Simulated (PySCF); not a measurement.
Input for PySCF: D3(BJ) and D4 dispersion corrections on C2H6InN (SMILES C=[CH][InH][NH2]), a point of a torsion scan.

```python
from pyscf import gto
from pyscf.dispersion import dftd3, dftd4

mol = gto.M(
    atom='''
    C    -1.58040086   -0.75119259    0.33409080
    C    -1.34437414    0.49357448   -0.03770358
    In    0.73895791    1.13867076   -0.37324059
    N     2.25361063   -0.22130295   -0.08573168
    H    -0.76951969   -1.45397402    0.49114113
    H    -2.57886631   -1.13964854    0.50001461
    H    -2.15963310    1.19044888   -0.19657811
    H     1.11898476    2.69669579   -1.08223258
    H     2.29842785   -0.59413871    0.85804734
    H     3.17919307    0.14848529   -0.28608779
    ''',
    basis='def2-svp',
    charge=0, spin=0, verbose=0, max_memory=1800)
d3, d4 = {}, {}
for xc in ['hf', 'pbe', 'blyp', 'revpbe', 'tpss', 'r2scan', 'b3lyp', 'pbe0', 'bhlyp', 'camb3lyp', 'b2plyp']:
    d3[xc] = float(dftd3.DFTD3Dispersion(mol, xc=xc, version='d3bj', atm=False).get_dispersion()['energy'])
    print(f'D3(BJ) {xc:10s} {d3[xc]:14.8f} Eh')
for xc in ['hf', 'pbe', 'blyp', 'revpbe', 'tpss', 'r2scan', 'b3lyp', 'pbe0', 'bhlyp', 'camb3lyp', 'b2plyp']:
    d4[xc] = float(dftd4.DFTD4Dispersion(mol, xc={'camb3lyp': 'cam-b3lyp'}.get(xc, xc), atm=True).get_dispersion()['energy'])
    print(f'D4     {xc:10s} {d4[xc]:14.8f} Eh')
```

Program output:

```
D3(BJ) hf            -0.05471872 Eh
D3(BJ) pbe           -0.00653877 Eh
D3(BJ) blyp          -0.01457133 Eh
D3(BJ) revpbe        -0.01578926 Eh
D3(BJ) tpss          -0.00844842 Eh
D3(BJ) r2scan        -0.00187380 Eh
D3(BJ) b3lyp         -0.01211005 Eh
D3(BJ) pbe0          -0.00590434 Eh
D3(BJ) bhlyp         -0.01024302 Eh
D3(BJ) camb3lyp      -0.00576981 Eh
D3(BJ) b2plyp        -0.00606707 Eh
D4     hf            -0.02206655 Eh
D4     pbe           -0.00650958 Eh
D4     blyp          -0.01399525 Eh
D4     revpbe        -0.01834283 Eh
D4     tpss          -0.00870664 Eh
D4     r2scan        -0.00159526 Eh
D4     b3lyp         -0.01051763 Eh
D4     pbe0          -0.00554145 Eh
D4     bhlyp         -0.00874520 Eh
D4     camb3lyp      -0.00569534 Eh
D4     b2plyp        -0.00451697 Eh
```

The run finished.

Cost: very roughly 0.020 core-seconds.
